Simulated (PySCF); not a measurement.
Species: C5H5OS (doublet state).
Numbering: `[CH:1]#[C:2][CH:3][S:4][CH2:5][CH:6]=[O:7]` (hydrogens: H8 on C1; H9 on C3; H10, H11 on C5; H12 on C6)

Geometry (GFN2-xTB, Å), atoms numbered from 1 in this order:
```
atom  x, y, z in Å
C1     3.3079    0.6821   -0.5737
C2     2.2507    0.2248   -0.1921
C3     1.0527   -0.2882    0.2127
S4    -0.0912   -0.8898   -0.9273
C5    -1.6437   -0.8161    0.0620
C6    -1.9662    0.6423    0.1538
O7    -1.7207    1.3290    1.1074
H8     4.2269    1.0842   -0.8773
H9     0.8118   -0.3889    1.2569
H10   -1.4609   -1.2667    1.0367
H11   -2.3825   -1.3757   -0.5064
H12   -2.3836    1.0624   -0.7788
```

The hyperfine couplings belong to this conformer and change with its torsions.

Theory: UKS B3LYP, pcH-1 on C H O S, non-relativistic, mean-field spin-orbit, GIAO in PySCF 2.14.0. The structure is a single GFN2-xTB conformer in the gas phase; no vibrational or solvent corrections. The geometry wasn't refined by DFT: couplings that depend on bond lengths, twists or pyramidal angles can differ widely from those at the functional's own minimum. The SCF solution wasn't tested for stability.

Problem. Where do the isotropic ENDOR lines of C3, C2, C1, C6, C5, H9, H8, H10/H11 and H12 fall at 343.3 mT, to first order?

Solution. For S = 1/2 in fast tumbling each set of equivalent nuclei gives two lines, ν± = |νn ± a/2| to first order, with νn = g_N μN B/h and μN/h = 7.62259 MHz/T.

| nuclei | isotope | g_N | νn (MHz) | a_iso (MHz) | lower line (MHz) | upper line (MHz) |
| --- | --- | --- | --- | --- | --- | --- |
| C3 | 13C | 1.4048 | 3.68 | 63.30 | 27.97 | 35.32 |
| C2 | 13C | 1.4048 | 3.68 | -56.69 | 24.67 | 32.02 |
| C1 | 13C | 1.4048 | 3.68 | 38.12 | 15.38 | 22.74 |
| C6 | 13C | 1.4048 | 3.68 | 9.10 | 0.88 | 8.23 |
| C5 | 13C | 1.4048 | 3.68 | 3.21 | 2.07 | 5.28 |
| H9 | 1H | 5.5857 | 14.62 | -44.84 | 7.80 | 37.03 |
| H8 | 1H | 5.5857 | 14.62 | -35.70 | 3.23 | 32.47 |
| H10/H11 | 1H | 5.5857 | 14.62 | 3.48 | 12.88 | 16.36 |
| H12 | 1H | 5.5857 | 14.62 | -0.81 | 14.21 | 15.02 |

The rows for 13C, of low natural abundance, apply to labelled samples.

Problem. Which pairs are centred on the nuclear Larmor frequency, and which on half the coupling?

Solution. Centred on νn, since |a| < 2νn: C5, H10/H11 and H12. Centred on |a|/2 and split by 2νn: C3, C2, C1, C6, H9 and H8.

Problem. At what field would the lower line of H8 fall to zero frequency?

Solution. Where νn = |a|/2, that is B = 17.85 MHz/(5.5857 × 7.62259 MHz/T) = 419 mT, as far as first order holds there.

Means are taken over nuclei equivalent by connectivity, which assumes that they swap fast. The 1H value of +3.5 MHz is a mean of couplings from -1.7 to 8.7 MHz in this one geometry, not an average over conformers.

The largest Mulliken spin populations are on C3 (+0.65), C1 (+0.47), C2 (-0.22) and S4 (+0.12). The positive populations add up to 1.27 and the negative ones to -0.27, together 2S = 1. The angles at C3 add up to 359.9°, so it is planar; its axial dipolar tensor and the negative coupling of its proton fit spin in a p orbital normal to that plane.

Time: 59 s of wall time (grids of density and orbitals included); peak memory 0.89 GiB. Hardware: one thread of an Arm Neoverse V2, no GPU, on a shared host.
